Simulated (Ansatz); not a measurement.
H2O2 (SMILES OO), charge 0, multiplicity 1, relaxed at each level with Ansatz (a first-principles code); harmonic frequencies from differences of analytic forces, average atomic masses, frozen cores.

```tsv
level	O1–O2 (Å)	O1–H3 (Å)	O2–H4 (Å)	O2–O1–H3 (°)	O1–O2–H4 (°)	dipole (D)
HF/def2-TZVPP	1.3863	0.9416	0.9416	103.0	103.0	1.89
PBE/def2-TZVPP	1.4649	0.9753	0.9753	99.9	99.9	1.76
r2SCAN/def2-TZVPP	1.4549	0.9659	0.9659	99.9	99.9	1.76
B3LYP/def2-TZVPP	1.4502	0.9656	0.9656	100.6	100.6	1.77
PBE0/def2-TZVPP	1.4255	0.9626	0.9626	101.1	101.1	1.82
wB97X-V/def2-TZVPP	1.4291	0.9640	0.9640	101.1	101.1	1.82
MP2/cc-pVTZ	1.4505	0.9644	0.9644	99.3	99.3	1.78
CCSD(T)/cc-pVDZ	1.4699	0.9713	0.9713	98.9	98.9	1.72
CCSD(T)/cc-pVTZ	1.4579	0.9640	0.9640	99.5	99.5	1.76
```

Measured: bond lengths of mixed type (r0, rs, rg or re) OH 0.95, OO 1.475 Å [NIST CCCBDB].
